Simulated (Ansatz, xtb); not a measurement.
# Relative energy of two isomers of C5H5FN2

We compare a, `Cc1cncnc1F`, a singlet, with b, `Cc1nccnc1F`, a singlet. Both are isolated molecules in the gas phase, relaxed with B3LYP/def2-SVP.

**Question.** Which of the two would you expect CCSD(T)/def2-SVP + ΔMP2/def2-TZVPP electronic energies to favour?

**Answer.** Structure a; the calculation gives E(b) − E(a) = +4.7 kcal/mol.

How the difference moves with the method:

```
                             level        geometry  E(b) − E(a) (kcal/mol)  departure from the last row (kcal/mol)  job, with rough time for the two
                          GFN2-xTB        GFN2-xTB                      +5.0                                    +0.3              optimisation, 0.11 s
                         HF/STO-3G        GFN2-xTB                      +2.9                                    −1.9              single point, 0.36 s
                r2SCAN-D4/def2-SVP        GFN2-xTB                      +3.8                                    −0.9                 single point, 4 s
                    B3LYP/def2-SVP  B3LYP/def2-SVP                      +3.7                                    −1.1                optimisation, 48 s
                       HF/def2-SVP  B3LYP/def2-SVP                      +7.0                                    +2.2           part of the CCSD(T) run
                      MP2/def2-SVP  B3LYP/def2-SVP                      +3.7                                    −1.0           part of the CCSD(T) run
                  CCSD(T)/def2-SVP  B3LYP/def2-SVP                      +4.5                                    −0.2                      single point
CCSD(T)/def2-SVP + ΔMP2/def2-TZVPP  B3LYP/def2-SVP                      +4.7                                                        single point, 81 s
```

As drawn, both hold the same kinds of bond in the same numbers.

None of the levels shown reverses the order. The largest departure from CCSD(T)/def2-SVP + ΔMP2/def2-TZVPP is that of HF/def2-SVP, 2.2 kcal/mol. The last row adds to CCSD(T) the change of the MP2 difference between the two basis sets, here +0.2 kcal/mol.

With thermal terms from frequencies at re-optimised GFN2-xTB minima (ideal gas, soft modes damped towards free rotors, one conformer each, 298.15 K, 1 atm): the zero-point term adds −0.3 kcal/mol; ΔH is +4.5 and ΔG +4.4 kcal/mol.

The correlated steps freeze 8 core orbitals. Run with Ansatz 0.2.0, xtb 6.7.1; the last row on 4 threads of Arm Neoverse V1 on a shared host.
